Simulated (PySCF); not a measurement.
## Atomic charges against the basis set

C6H6ClN.
Atom-mapped SMILES: `[NH2:1][c:2]1[cH:3][cH:4][cH:5][cH:6][c:7]1[Cl:8]` (hydrogens: H9, H10 on N1; H11 on C3; H12 on C4; H13 on C5; H14 on C6)

PBE0 throughout (PySCF), one geometry, spherical d and f functions. Geometry: PBE0-D3(BJ)/def2-SVP; no solvent, vibrations or thermal averaging. The first 7 of 13 kinds of atom are listed.

Mulliken charges (e):

```tsv
basis	functions	N1	C2	C3	C4	C5	C6	C7
STO-3G	50	-0.395	+0.093	-0.103	-0.082	-0.098	-0.079	-0.006
pcSseg-0	88	-0.746	+0.151	-0.186	-0.235	-0.250	-0.161	-0.283
6-31G	88	-0.822	+0.319	-0.154	-0.180	-0.167	-0.139	-0.373
6-31G*	128	-0.852	+0.344	-0.208	-0.173	-0.180	-0.165	-0.179
cc-pVDZ	146	-0.143	+0.082	+0.006	+0.014	-0.016	+0.100	-0.183
def2-SVP	146	-0.128	+0.043	-0.065	-0.008	-0.032	-0.010	-0.003
pcSseg-1	173	-0.419	+0.195	-0.081	-0.068	-0.099	+0.038	-0.240
aug-cc-pVDZ	242	-0.190	+0.347	+1.179	+0.215	+0.736	+0.363	+0.326
6-311+G(2d,p)	260	-0.412	-1.014	-0.113	-0.254	-0.119	-1.275	+2.339
def2-TZVP	290	-0.443	+0.229	-0.254	-0.087	-0.160	-0.144	+0.050
cc-pVTZ	328	-0.259	+0.142	-0.151	-0.116	-0.140	-0.112	+0.025
```

IAO charges (e):

```json
{"basis": "STO-3G", "functions": "50", "N1": "-0.377", "C2": "+0.060", "C3": "-0.167", "C4": "-0.132", "C5": "-0.157", "C6": "-0.139", "C7": "-0.080"}
{"basis": "pcSseg-0", "functions": "88", "N1": "-0.464", "C2": "+0.103", "C3": "-0.197", "C4": "-0.140", "C5": "-0.181", "C6": "-0.144", "C7": "-0.076"}
{"basis": "6-31G", "functions": "88", "N1": "-0.502", "C2": "+0.112", "C3": "-0.196", "C4": "-0.142", "C5": "-0.180", "C6": "-0.147", "C7": "-0.062"}
{"basis": "6-31G*", "functions": "128", "N1": "-0.500", "C2": "+0.123", "C3": "-0.193", "C4": "-0.135", "C5": "-0.176", "C6": "-0.143", "C7": "-0.063"}
{"basis": "cc-pVDZ", "functions": "146", "N1": "-0.495", "C2": "+0.123", "C3": "-0.198", "C4": "-0.139", "C5": "-0.180", "C6": "-0.148", "C7": "-0.059"}
{"basis": "def2-SVP", "functions": "146", "N1": "-0.484", "C2": "+0.119", "C3": "-0.195", "C4": "-0.137", "C5": "-0.177", "C6": "-0.146", "C7": "-0.060"}
{"basis": "pcSseg-1", "functions": "173", "N1": "-0.500", "C2": "+0.120", "C3": "-0.198", "C4": "-0.140", "C5": "-0.181", "C6": "-0.148", "C7": "-0.064"}
{"basis": "aug-cc-pVDZ", "functions": "242", "N1": "-0.525", "C2": "+0.123", "C3": "-0.200", "C4": "-0.143", "C5": "-0.184", "C6": "-0.152", "C7": "-0.056"}
{"basis": "6-311+G(2d,p)", "functions": "260", "N1": "-0.526", "C2": "+0.124", "C3": "-0.199", "C4": "-0.143", "C5": "-0.183", "C6": "-0.151", "C7": "-0.061"}
{"basis": "def2-TZVP", "functions": "290", "N1": "-0.521", "C2": "+0.126", "C3": "-0.200", "C4": "-0.143", "C5": "-0.184", "C6": "-0.150", "C7": "-0.062"}
{"basis": "cc-pVTZ", "functions": "328", "N1": "-0.518", "C2": "+0.125", "C3": "-0.201", "C4": "-0.142", "C5": "-0.184", "C6": "-0.150", "C7": "-0.060"}
```

Hirshfeld charges (e):

| basis | functions | N1 | C2 | C3 | C4 | C5 | C6 | C7 |
| --- | --- | --- | --- | --- | --- | --- | --- | --- |
| STO-3G | 50 | -0.165 | +0.065 | -0.055 | -0.025 | -0.044 | -0.027 | +0.041 |
| pcSseg-0 | 88 | -0.182 | +0.045 | -0.074 | -0.045 | -0.064 | -0.058 | -0.018 |
| 6-31G | 88 | -0.191 | +0.047 | -0.072 | -0.047 | -0.065 | -0.053 | -0.012 |
| 6-31G* | 128 | -0.188 | +0.046 | -0.071 | -0.048 | -0.066 | -0.052 | -0.004 |
| cc-pVDZ | 146 | -0.183 | +0.044 | -0.074 | -0.049 | -0.067 | -0.057 | -0.011 |
| def2-SVP | 146 | -0.188 | +0.044 | -0.076 | -0.050 | -0.068 | -0.061 | -0.011 |
| pcSseg-1 | 173 | -0.193 | +0.043 | -0.074 | -0.051 | -0.068 | -0.060 | -0.011 |
| aug-cc-pVDZ | 242 | -0.199 | +0.038 | -0.074 | -0.054 | -0.071 | -0.064 | -0.014 |
| 6-311+G(2d,p) | 260 | -0.195 | +0.035 | -0.073 | -0.053 | -0.070 | -0.062 | -0.018 |
| def2-TZVP | 290 | -0.197 | +0.040 | -0.074 | -0.053 | -0.070 | -0.062 | -0.013 |
| cc-pVTZ | 328 | -0.196 | +0.043 | -0.074 | -0.052 | -0.070 | -0.060 | -0.011 |

Which scheme is steadiest as the basis changes?

Largest range over the bases for any column: Hirshfeld 0.06 e, IAO 0.15 e, Mulliken 2.71 e. Hirshfeld charges move least and Mulliken charges most, counted in e. Without the minimal STO-3G basis the ranges are Hirshfeld 0.02, IAO 0.06, Mulliken 2.71 e.

How much do the charges still move between the two largest bases, def2-TZVP and cc-pVTZ?

At most, over all atoms: Mulliken 0.185 e, IAO 0.004 e, Hirshfeld 0.005 e.

What do the same runs give for the total energy, the frontier levels and the dipole moment?

```csv
basis,energy (Eh),HOMO (eV),LUMO (eV),μ (D)
STO-3G,-738.1996,-3.95,2.63,2.25
pcSseg-0,-745.5527,-6.09,-0.24,2.15
6-31G,-746.6101,-5.85,0.08,2.17
6-31G*,-746.6916,-5.81,0.06,2.00
cc-pVDZ,-746.7455,-5.89,-0.12,1.94
def2-SVP,-746.3722,-5.94,-0.16,1.86
pcSseg-1,-746.6632,-6.10,-0.35,1.94
aug-cc-pVDZ,-746.7648,-6.11,-0.46,1.81
"6-311+G(2d,p)",-746.8114,-6.11,-0.45,1.84
def2-TZVP,-746.8362,-6.06,-0.36,1.84
cc-pVTZ,-746.8361,-6.03,-0.31,1.86
```

The dipole is fixed by the density alone, so its range of 0.44 D shows that the density itself changes with the basis, not only its division among atoms.
